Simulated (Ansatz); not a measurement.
Consider the redistribution: `[AlH2][InH][Cl]` + `C[NH][AlH2]` → `[AlH2][NH][AlH2]` + `[CH3][InH][Cl]`.

Program: Ansatz. Geometries: PBE0-D4/def2-TZVP. ΔE: electronic, gas phase. CCSD(T)/CBS adds triple-zeta CCSD(T) − MP2 to the extrapolated MP2 energy (def2 sets, frozen cores). Elements past krypton have def2 core potentials. For In outer-core shells are correlated without core-valence functions, which leaves a few kJ/mol of doubt a bond.

`[AlH2][InH][Cl]`:

Cartesian coordinates in Å:
```
Al -1.231 -0.154 0.697
In 1.257 0.064 -0.215
Cl 1.011 0.494 -2.541
H -1.957 -1.565 0.686
H -2.009 1.138 1.189
H 2.929 0.023 0.184
```

`C[NH][AlH2]`:

```xyz
9

C    -0.958   -0.828    0.165
N     0.080    0.108    0.540
Al    1.187    1.003   -0.509
H    -1.954   -0.497    0.485
H    -0.790   -1.827    0.585
H    -0.986   -0.935   -0.922
H     0.136    0.228    1.540
H     2.231    1.970    0.186
H     1.055    0.778   -2.071
```

`[AlH2][NH][AlH2]`:

```xyz
8

Al    0.282    1.516    0.506
N     0.280   -0.269    0.467
Al   -0.424   -1.379   -0.742
H    -0.430    2.279   -0.683
H     0.990    2.255    1.716
H     0.748   -0.720    1.245
H    -0.275   -2.943   -0.527
H    -1.171   -0.739   -1.982
```

`[CH3][InH][Cl]`:

Cartesian coordinates in Å:
```
C -0.959 0.459 -0.099
In 0.882 -0.613 -0.167
Cl 2.251 -0.052 1.668
H -1.653 0.125 -0.870
H -1.407 0.322 0.885
H -0.749 1.521 -0.234
H 1.636 -1.761 -1.183
```

| species | CCSD(T)/CBS(def2) energy (Eh) |
| --- | --- |
| `[AlH2][InH][Cl]` | -893.43813 |
| `C[NH][AlH2]` | -338.38977 |
| `[AlH2][NH][AlH2]` | -541.78272 |
| `[CH3][InH][Cl]` | -690.09240 |

Question: Work out ΔE.

Answer: ΔE = (-541.78272) + (-690.09240) − (-893.43813) − (-338.38977) = -0.04722 Eh = -124.0 kJ/mol.

Largest T1 diagnostic among the species: 0.014.

From BLYP to BHLYP (50 % exact exchange), in def2-TZVPP and without D4, ΔE moves by −5.8 kJ/mol. Leaving LDA and LC-ωPBE aside and taking each functional with its dispersion term where it has one, the values, not all of them listed here, spread over 20.5 kJ/mol, from ωB97M-V to revPBE-D4. In def2-TZVPP, CCSD(T) changes the Hartree–Fock value by −12.0 kJ/mol (the triples alone add −2.5 kJ/mol) and MP2 by −22.9 kJ/mol.
